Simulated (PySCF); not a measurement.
Pb(H)(SiH3) (H4PbSi), SMILES [PbH][SiH3] (connectivity only; charge and spin as stated), neutral, multiplicity 1.

The structure is a stationary point at B3LYP-D3(BJ)/def2-TZVP. The def2 effective core potentials stand for the cores of Pb; spin–orbit coupling is left out.

Level of theory: TDDFT-LC-ωPBE/def2-SVPD in PySCF.

Vertical excitations. Isolated molecule, no solvent. State labels are in the subgroup Cs.

```csv
state,symmetry,energy (eV),λ (nm),f,main pairs
S1,A",2.18,569,0.003,HOMO→LUMO 99 %
S2,A",3.30,375,0.002,HOMO−1→LUMO 98 %
S3,A',5.57,223,0.069,"HOMO→LUMO+2 46 %, HOMO→LUMO+1 44 %"
S4,A',5.89,211,0.586,"HOMO→LUMO+1 44 %, HOMO→LUMO+2 38 %, HOMO−1→LUMO+1 8 %"
S5,A',6.71,185,0.125,"HOMO−1→LUMO+1 31 %, HOMO→LUMO+3 30 %, HOMO→LUMO+5 16 %, HOMO−1→LUMO+2 11 %"
S6,A',6.77,183,0.244,"HOMO→LUMO+3 54 %, HOMO−1→LUMO+1 24 %, HOMO→LUMO+2 10 %"
S7,A",6.81,182,0.021,HOMO→LUMO+4 90 %
S8,A',6.92,179,0.019,"HOMO→LUMO+5 56 %, HOMO−1→LUMO+1 13 %, HOMO−3→LUMO 11 %"
S9,A",7.06,176,0.004,HOMO−2→LUMO 93 %
S10,A',7.22,172,0.249,"HOMO−3→LUMO 61 %, HOMO−1→LUMO+2 18 %, HOMO−1→LUMO+1 15 %"
T1,A",1.45,853,0,HOMO→LUMO 95 %
T2,A",2.73,453,0,HOMO−1→LUMO 94 %
T3,A',4.40,281,0,"HOMO→LUMO+2 44 %, HOMO→LUMO+1 40 %"
T4,A',4.99,249,0,"HOMO→LUMO+1 30 %, HOMO→LUMO+2 29 %, HOMO−1→LUMO+2 12 %, HOMO→LUMO+3 11 %"
```
Triplets are in the Tamm–Dancoff approximation, which puts them higher than full response would, so one can lie above its singlet here.
